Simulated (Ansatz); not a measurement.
Consider the ligand exchange at a B–C bond: `CCBCN` + CH₃NH₂ → `CNBCN` + `CC`.

Isolated molecules relaxed with PBE0-D4/def2-TZVP in Ansatz; ΔE leaves out vibrations. CCSD(T)/CBS is the MP2 limit (def2-TZVPP, def2-QZVPP) plus CCSD(T) − MP2 in def2-TZVPP, frozen cores. This one scheme is used for every species. Functionals use def2-TZVPP. One conformer a species, not always the lowest.

```csv
species,ωB97X-V energy (Eh)
`CCBCN`,-199.94450
CH₃NH₂,-95.86508
`CNBCN`,-216.03238
`CC`,-79.83112
```

Question: Work out ΔE.

Answer: ΔE = (-216.03238) + (-79.83112) − (-199.94450) − (-95.86508) = -0.05392 Eh = -141.6 kJ/mol. CCSD(T)/CBS gives -143.5 kJ/mol.

Largest T1 diagnostic among the species: 0.011.
